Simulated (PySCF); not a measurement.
**From computed data to an observable: dipole moment from atomic charges**

H4N2Si, SMILES [Si](N)N (connectivity only; charge and spin as stated), neutral, multiplicity 1. Atoms are numbered in the order given.

```xyz
7

Si     0.0000     0.0000    -0.6638
N      0.0000     1.3213     0.4416
H      0.0000     1.2822     1.4514
H      0.0000     2.2705     0.1039
N      0.0000    -1.3213     0.4416
H      0.0000    -2.2705     0.1039
H      0.0000    -1.2822     1.4514
```
Charge 0, spin multiplicity 1.

Coordinates come from a B3LYP-D3(BJ)/def2-TZVP optimisation. Other conformers were not sampled.

Charges (e) from PBE0/def2-TZVPD run with PySCF:

```
atom  ESP fit     IAO
----  -------  ------
Si1    -0.034   0.578
N2     -0.571  -0.825
H3      0.298   0.257
H4      0.290   0.280
N5     -0.571  -0.825
H6      0.290   0.280
H7      0.298   0.257
```

The dipole moment of the full density is 2.19 D.

Question: What dipole moment does each set of point charges give, and which comes closer to that of the density?

Answer: 
μ = Σ q r, and 1 e Å = 4.8032 D.
ESP fit: Σ q r = (0.000, 0.000, 0.444) e Å, |μ| = 2.13 D.
IAO: Σ q r = (0.000, 0.000, -0.308) e Å, |μ| = 1.48 D.
ESP fit comes closer in size. Point charges leave out the atoms' own dipoles (lone pairs, polarised bonds); fits to the potential absorb them, partitions of the density don't.
